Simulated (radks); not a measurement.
All-electron atom: Zn+ in [Ar] 3d9.5 4s1 4p0.5 (fractional occupations, a model configuration). All-electron calculation, scalar-relativistic Kohn-Sham, BLYP, spin-polarised, spherical densities, finite nucleus; open shells are filled with parallel spins first; Fermi nuclear charge, rms radius 3.9283 fm. Program: a radial shooting solver on a logarithmic mesh with Libxc functionals. Some entries of the table are withheld. Estimate them.

| orbital | occ. | eigenvalue (eV) | r(max) (bohr) | <r> (bohr) |
|---|---|---|---|---|
| 1s up | 1 | -9542.539 | 0.03291 | 0.05031 |
| 1s down | 1 | -9542.470 | 0.03291 | 0.05031 |
| 2s up | 1 | -1173.018 | 0.1893 | 0.2262 |
| 2s down | 1 | -1172.677 | 0.1893 | 0.2262 |
| 2p up | 3 | -1018.914 | 0.1520 | 0.1983 |
| 2p down | 3 | -1018.639 | 0.1520 | 0.1982 |
| 3s up | 1 | -143.3621 | 0.5874 | 0.6796 |
| 3s down | 1 | -142.6878 | 0.5876 | 0.6797 |
| 3p up | 3 | -97.5522 | (1) | 0.7106 |
| 3p down | 3 | -96.8731 | (2) | 0.7104 |
| 3d up | 5 | -23.9798 | 0.5618 | 0.8700 |
| 3d down | 4.5 | -23.2105 | 0.5621 | 0.8646 |
| 4s up | 1 | -16.0890 | 1.934 | (3) |
| 4s down | 0 | -14.7974 | 1.930 | (4) |
| 4p up | 0.5 | -9.2948 | 2.401 | 2.921 |
| 4p down | 0 | -8.1727 | 2.447 | 3.029 |

Answer. 
(1) 3p up r(max) (bohr): 0.5910
(2) 3p down r(max) (bohr): 0.5913
(3) 4s up <r> (bohr): 2.301
(4) 4s down <r> (bohr): 2.325
